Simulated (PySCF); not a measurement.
Gas-phase reaction: 2 GaCl + 2 HCl ⇌ 2 GaCl₂ + H₂

Computed with PySCF and rigid-rotor harmonic-oscillator thermochemistry at 1 bar. † marks an energy on the PBE0/def2-TZVP geometry and frequencies; other levels use their own. CCSD(T) freezes the core. 6-31G* has spherical d functions here. Open shells (unrestricted): GaCl₂ (multiplicity 2); the rest are closed-shell singlets. B3LYP is the form with VWN-RPA correlation. Ga: all electrons, no relativistic terms. GaCl₂: computed as isolated molecules; such fragments, hydroxides, amides, oligomers or adducts are transient or little studied in the gas. CCSD(T) isn't extrapolated to the basis-set limit.

| level | ΔH°(298 K), kJ |
|---|---|
| B3LYP/6-31G* | 13 |
| CCSD(T)/def2-SVP† | … |
| M06-2X/def2-TZVP† | … |
| PBE/def2-TZVP† | 4 |
| LDA/def2-TZVP† | -10 |
| ωB97X-V/def2-TZVP† | … |

What belongs in the gaps?


- CCSD(T)/def2-SVP†, ΔH°(298 K), kJ: -2
- M06-2X/def2-TZVP†, ΔH°(298 K), kJ: -44
- ωB97X-V/def2-TZVP†, ΔH°(298 K), kJ: -4
